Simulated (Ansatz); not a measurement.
A nudged elastic band was laid between two geometries of FH5HfO4 (11 atoms, charge 0, multiplicity 1).

Theory: RKS B3LYP/def2-SVP in Ansatz 0.2.0.

| Property | Result |
| --- | --- |
| movable images | 5 |
| climbing image | yes |
| spring | 5.0 eV/Å² |
| optimiser | quadratic models (default) |
| start path | through a guess of the saddle point |
| force threshold | 0.03 eV/Å |
| iteration limit | 60 |
| end points | relaxed |

Initial state:

```xyz
11
Properties=species:S:1:pos:R:3
Hf -0.126 -0.008 0.277
F -0.344 -0.105 2.221
O 1.758 -0.184 -0.397
H 2.125 -0.864 -0.972
O -1.251 1.291 -0.624
H -1.672 2.001 -1.106
O -0.821 -1.736 -0.262
H -1.304 -2.535 -0.470
O 1.208 1.806 1.125
H 2.054 1.493 0.753
H 1.278 1.732 2.089
```

Final state:

```xyz
11
Properties=species:S:1:pos:R:3
Hf 0.257 0.157 -0.042
F -0.803 0.779 2.042
O 1.664 -0.138 -1.346
H 2.126 -0.494 -2.105
O -0.987 1.357 -0.917
H -1.737 1.896 -1.168
O -0.460 -1.618 0.283
H -1.041 -2.295 0.633
O 1.403 0.986 1.462
H 2.322 1.228 1.604
H 0.158 1.032 2.189
```

Which bonds break or form, and what moves?

Bonds broken: O9–H11. Bonds formed: F2–H11.

Give the energies along the band, and the barrier.

It converged. The highest image is number 5 of 0 to 6, 17.3 kcal/mol above the first end and 0.2 kcal/mol above the last; the last end lies 17.1 kcal/mol above the first. A vibrational analysis at the climbing image gives one clearly imaginary mode, 230i cm⁻¹: a first-order saddle point. The orbitals stay closed-shell, which can raise the energy where a bond breaks towards radicals; this wasn't checked here.

```csv
image,path coordinate (Å),energy (kcal/mol),O9–H11 (Å),F2–H11 (Å)
0,0.00,0.0,0.97,2.45
1,0.67,0.4,0.97,2.31
2,1.34,2.2,0.97,2.14
3,2.01,5.3,0.97,1.96
4,2.68,9.0,0.99,1.69
5,3.35,17.3,1.29,1.08
6,3.94,17.1,1.44,1.00
```

What is the geometry of the highest image?


```xyz
11
Properties=species:S:1:pos:R:3
Hf 0.172 0.166 0.013
F -0.662 0.607 2.117
O 1.568 -0.101 -1.309
H 2.139 -0.553 -1.932
O -1.081 1.380 -0.823
H -1.629 1.846 -1.454
O -0.533 -1.634 0.216
H -1.124 -2.298 0.572
O 1.419 1.055 1.460
H 2.283 1.455 1.588
H 0.351 0.969 2.185
```

What are the harmonic wavenumbers there?

230i, 56, 95, 120, 131, 148, 172, 177, 192, 237, 249, 262, 285, 319, 359, 577, 642, 679, 683, 709, 1066, 1231, 1903, 3937, 3971, 3982, 3990 cm⁻¹.

The run took 3.6 min on 4 threads of Arm Neoverse V2, on a shared host, peak memory 0.32 GiB.
